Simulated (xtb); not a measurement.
xtb input:

```bash
xtb mol.xyz --gfnff --opt tight --chrg 0 --uhf 0
```
mol.xyz:
```
8

F      1.60460585    -1.59229697    -0.20084825
Si     1.16189289    -0.08528954    -0.02963079
F      1.74973718     0.74525983    -1.23835261
F      1.79439965     0.46909018     1.30789675
Si    -1.16189289     0.08528954     0.02963079
F     -1.60440292     1.59097299     0.21261664
F     -1.79372608    -0.45826263    -1.31265065
F     -1.75061368    -0.75476339     1.23133811
```

Question: Which total energy does the run end on?

Answer: -0.67677 Eh (GFN-FF).
